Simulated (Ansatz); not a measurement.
Cl4F2W, SMILES `[F][W]([F])([Cl])([Cl])([Cl])[Cl]`, relaxed with RKS PBE0-D4/def2-TZVP in the Gaussian-basis code of Ansatz from a PBE-D4/def2-SVP geometry. The force threshold is 0.005 eV/Å; the program also tests the step.

The species carries charge 0 and has multiplicity 1. W takes the def2 core potential.

Start:

```xyz
7

F    -0.563    1.566   -0.932
W    -0.029    0.024    0.002
F    -1.579    0.216    1.051
Cl   -1.289   -1.235   -1.472
Cl    1.828   -0.114   -1.348
Cl    1.065    1.396    1.509
Cl    0.567   -1.853    1.191
```

(1) How much energy does the relaxation release, and in how many steps? (An estimate is asked.)

(2) Which bonds change most? (Best estimate.)

(3) Give the relaxed structure. (An estimate is asked.)

Results:

(1) The calculation gave: 0.08 eV, in 5 steps.

(2) Computed: W2–Cl4 from 2.313 to 2.280 Å; W2–Cl6 from 2.312 to 2.280 Å; W2–Cl7 from 2.301 to 2.269 Å; W2–Cl5 from 2.300 to 2.269 Å.

(3) The calculation gave: 
```xyz
7

F    -0.571    1.544   -0.911
W    -0.031    0.025    0.002
F    -1.552    0.209    1.042
Cl   -1.260   -1.215   -1.464
Cl    1.805   -0.115   -1.324
Cl    1.062    1.379    1.476
Cl    0.547   -1.826    1.180
```
